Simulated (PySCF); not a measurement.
# Relaxation of singlet Cu₂S

These are results of PBE0/[S def2-TZVP, Cu def2-TZVP], no relativity, density fitting, PySCF, not measurements. A (50,194) grid was used.

A start displaced from a saddle point along its imaginary mode, of C2v symmetry, held to at least that symmetry:

```xyz
3
charge 0 multiplicity 1, angstrom
S     0.0751    0.2384    0.0000
Cu   -0.0191   -0.0606    2.0657
Cu   -0.0191   -0.0606   -2.0657
```

Problem. What forces act on the atoms at the start (eV/Å)?

Solution. 
```csv
atom,Fx,Fy,Fz
S1,0.14,0.45,0.00
Cu2,-0.07,-0.22,-0.26
Cu3,-0.07,-0.22,0.26
```

Problem. What does it relax to?

Solution. It ends at C2v with Cu–Cu 2.611 Å, S–Cu 2.102 Å (×2); Cu–Cu–S 51.6° (×2), Cu–S–Cu 76.8°. The frequency run here used a shortcut that can spoil soft modes, so no verdict on minimum or saddle point is given. Other isomers or separated fragments may lie lower.

Problem. How much energy is released, and in how many steps?

Solution. 82.5 kJ/mol in 12 steps.

The relaxation took about 3 core-minutes on a shared host.
